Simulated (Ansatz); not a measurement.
Cl3In, SMILES `[Cl][In]([Cl])[Cl]` with one electron removed (charge 1, multiplicity 2), frozen-core CCSD(T)/def2-TZVPP // B3LYP-D3(BJ)/def2-SVP run with Ansatz (an electronic-structure program). The calculation was stopped at its time limit.

Ansatz 0.2 input:
```yaml
crystal:
  periodic: [false, false, false]
  atoms:
    - { symbol: Cl, position_ang: [-1.269067, -1.961379, 0.059648] }
    - { symbol: In, position_ang: [-0.000022, -0.000057, -0.000027] }
    - { symbol: Cl, position_ang: [2.333541, -0.116358, 0.042259] }
    - { symbol: Cl, position_ang: [-1.064452, 2.077795, -0.10188] }
basis:
  gaussian: { orbitals: def2-TZVPP }
correlation:
  method: ccsd_t
total_charge: 1
magnetization:
  spin_polarized: true
  initial_magnetization: 1
```

The last lines of the output:

```
determinant -42652.37501658 eV, -1567.4458710413 hartree, with singles and doubles -42676.06975255 eV, -1568.3166365273 hartree
determinant -42654.35603237 eV, -1567.5186720286 hartree, with singles and doubles -42677.04951629 eV, -1568.3526421803 hartree
determinant -42654.35597967 eV, -1567.5186700921 hartree, with singles and doubles -42677.04946918 eV, -1568.3526404494 hartree
determinant -42654.35582565 eV, -1567.5186644318 hartree, with singles and doubles -42677.04933075 eV, -1568.3526353619 hartree
determinant -42654.21713494 eV, -1567.5135676422 hartree, with singles and doubles -42676.89306115 eV, -1568.3468925600 hartree
determinant -42654.21699046 eV, -1567.5135623329 hartree, with singles and doubles -42676.89292539 eV, -1568.3468875709 hartree
determinant -42653.77597923 eV, -1567.4973554690 hartree, with singles and doubles -42676.90426926 eV, -1568.3473044507 hartree
determinant -42654.35603237 eV, -1567.5186720286 hartree, with singles and doubles -42677.06367699 eV, -1568.3531625767 hartree
determinant -42654.35597967 eV, -1567.5186700921 hartree, with singles and doubles -42677.06363163 eV, -1568.3531609097 hartree
determinant -42654.35582565 eV, -1567.5186644318 hartree, with singles and doubles -42677.06349775 eV, -1568.3531559898 hartree
determinant -42654.21713494 eV, -1567.5135676422 hartree, with singles and doubles -42676.90508773 eV, -1568.3473345288 hartree
determinant -42654.21699046 eV, -1567.5135623329 hartree, with singles and doubles -42676.90495698 eV, -1568.3473297238 hartree
determinant -42653.77597923 eV, -1567.4973554690 hartree, with singles and doubles -42676.91678352 eV, -1568.3477643412 hartree
determinant -42653.42753972 eV, -1567.4845505532 hartree, with singles and doubles -42676.75807250 eV, -1568.3419318186 hartree
determinant -42653.42743689 eV, -1567.4845467742 hartree, with singles and doubles -42676.75798429 eV, -1568.3419285770 hartree
determinant -42653.42740565 eV, -1567.4845456261 hartree, with singles and doubles -42676.75795618 eV, -1568.3419275441 hartree
determinant -42653.30872994 eV, -1567.4801843741 hartree, with singles and doubles -42676.79165655 eV, -1568.3431660099 hartree
determinant -42653.29078962 eV, -1567.4795250798 hartree, with singles and doubles -42676.77551861 eV, -1568.3425729514 hartree
determinant -42653.11552153 eV, -1567.4730840960 hartree, with singles and doubles -42676.73749508 eV, -1568.3411756125 hartree
```
